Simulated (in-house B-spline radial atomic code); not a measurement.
A fraction x of an electron is removed from 3d in Kr IV (Kr3+), starting from [Ar] 3d10 4s2 4p3 and keeping the highest spin. Computed with an all-electron radial atomic-structure program (B-spline basis): non-relativistic TPSSh, spin-polarised, spherical fractional occupations, point nucleus.

Caution: exact exchange at fractional occupations of open shells leaves self-interaction of up to several eV.

| x | E(x) - E(0) (eV) | 3d down level (eV) |
| --- | --- | --- |
| 0 | 0.0000 | -125.290 |
| 0.03 | 3.7714 | -126.137 |
| 0.22 | 28.2496 | -131.541 |
| 0.36 | 46.9470 | -135.572 |
| 0.47 | ? | ? |
| 0.5 | 66.2117 | -139.644 |
| 0.53 | 70.4141 | -140.522 |
| 0.72 | 97.6442 | -146.123 |
| 0.76 | 103.5129 | -147.312 |
| 0.89 | ? | ? |
| 1 | 139.7291 | -154.509 |

Problem. What belongs in the row x = 0.47?

Solution. An energy change of 62.0355 eV; 3d down at -138.768 eV.

Problem. What belongs in the row x = 0.89?

Solution. An energy change of 122.9155 eV; 3d down at -151.196 eV.

Problem. Check Janak's theorem between x = 0.03 and 0.22.

Solution. The slope of the energy is 128.83 eV; the orbital levels give 128.84 eV (-ε of the emptying orbital, averaged over the two points).
